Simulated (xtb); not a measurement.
H$_{3}$O$_{4}$P, triplet, at a GFN2-xTB geometry (a higher spin typed on purpose: for a closed-shell molecule this is an excited state); xtb with GFN2-xTB with ALPB(ether).

The xtb input:
```
$ xtb mol.xyz --gfn 2 --uhf 2 --alpb ether --json

# file mol.xyz
8

O      0.77918714     0.89800259     1.38981789
P     -0.01342712    -0.03654108     0.29402552
O      1.07614325    -0.55931002    -0.64721325
O     -0.93075699    -1.31479553    -0.92120897
O     -0.86101349     1.15096454    -0.32530846
H      1.63291358     0.52824969     1.60995054
H     -0.53564913    -2.18592303    -0.95431307
H     -1.40433700     0.80689686    -1.03471785
```

Q: Predict the main parts of the log of this xtb run.

A: 
```
   ID    Z sym.   atoms
    1    8 O      1, 3-5
    2   15 P      2
    3    1 H      6-8

           -------------------------------------------------
          |                Calculation Setup                |
           -------------------------------------------------

           -------------------------------------------------
          |                 G F N 2 - x T B                 |
           -------------------------------------------------

      * Solvation model:               ALPB
        Solvent                        ether
        Parameter file                 internal GFN2-xTB/ALPB
        Dielectric constant                4.3300E+00
        Reference state                gsolv [1 M gas/solution]
        Free energy shift                  4.9534E-03 Eh       3.1083E+00 kcal/mol
        Temperature                        2.9815E+02 K
        Density                            7.1300E-01 kg/L
        Solvent mass                       7.4120E+01 g/mol
        Interaction kernel             P16
        Born radius scaling (c1)           1.5847E+00
        Born radii integrator          GBOBC
        Born offset                        0.0000E+00 a0       0.0000E+00 AA
        H-bond correction              true
        Ion screening                  false
        Surface tension                    1.0000E-05 Eh       1.5569E+01 dyn/cm
        Grid points                               230 per atom

          ...................................................
          :                      SETUP                      :
          :.................................................:
          :  # basis functions                  29          :
          :  # atomic orbitals                  28          :
          :  # shells                           14          :
          :  # electrons                        32          :
          :  max. iterations                   250          :
          :  Hamiltonian                  GFN2-xTB          :
          :  restarted?                      false          :
          :  GBSA solvation                   true          :
          :  PC potential                    false          :
          :  electronic temp.          300.0000000     K    :
          :  accuracy                    1.0000000          :
          :  -> integral cutoff          0.2500000E+02      :
          :  -> integral neglect         0.1000000E-07      :
          :  -> SCF convergence          0.1000000E-05 Eh   :
[...]
         :: total energy             -20.278356198787 Eh    ::
[...]

     #   Z          covCN         q      C6AA      α(0)
     1   8 O        1.613    -0.422    21.311     6.231
     2  15 P        3.346     0.427   142.661    21.456
     3   8 O        0.809    -0.356    20.851     6.121
     4   8 O        1.557    -0.451    21.923     6.317
     5   8 O        1.613    -0.382    20.519     6.114
     6   1 H        0.858     0.393     0.491     1.098
     7   1 H        0.806     0.382     0.518     1.131
     8   1 H        0.926     0.409     0.460     1.061

 Mol. C6AA /au·bohr⁶  :       1031.151458
 Mol. C8AA /au·bohr⁸  :      31305.148603
 Mol. α(0) /au        :         49.528121

Wiberg/Mayer (AO) data.
largest (>0.10) Wiberg bond orders for each atom

 ---------------------------------------------------------------------------
     #   Z sym  total        # sym  WBO       # sym  WBO       # sym  WBO
 ---------------------------------------------------------------------------
     1   8 O    2.218 --     2 P    1.249     6 H    0.818
     2  15 P    4.728 --     3 O    1.504     5 O    1.334     1 O    1.249
                             4 O    0.602
     3   8 O    2.042 --     2 P    1.504     4 O    0.403
     4   8 O    1.927 --     7 H    0.840     2 P    0.602     3 O    0.403
     5   8 O    2.283 --     2 P    1.334     8 H    0.801
     6   1 H    0.845 --     1 O    0.818
     7   1 H    0.854 --     4 O    0.840
     8   1 H    0.833 --     5 O    0.801
 ---------------------------------------------------------------------------

Topologies differ in total number of bonds
Writing topology from bond orders to xtbtopo.mol

molecular dipole:
                 x           y           z       tot (Debye)
 q only:       -0.202      -0.643       0.291
   full:       -0.079      -0.821       0.253       2.194
molecular quadrupole (traceless):
                xx          xy          yy          xz          yz          zz
 q only:        0.580       0.372      -0.258       5.999      -1.463      -0.321
  q+dip:        0.660       0.625      -0.215       6.233      -1.976      -0.445
   full:        1.164       0.824      -0.355       6.914      -2.031      -0.809

           -------------------------------------------------
          | TOTAL ENERGY              -20.278356198787 Eh   |
          | GRADIENT NORM               0.012141392461 Eh/α |
          | HOMO-LUMO GAP               7.741531226052 eV   |
           -------------------------------------------------

normal termination of xtb
```
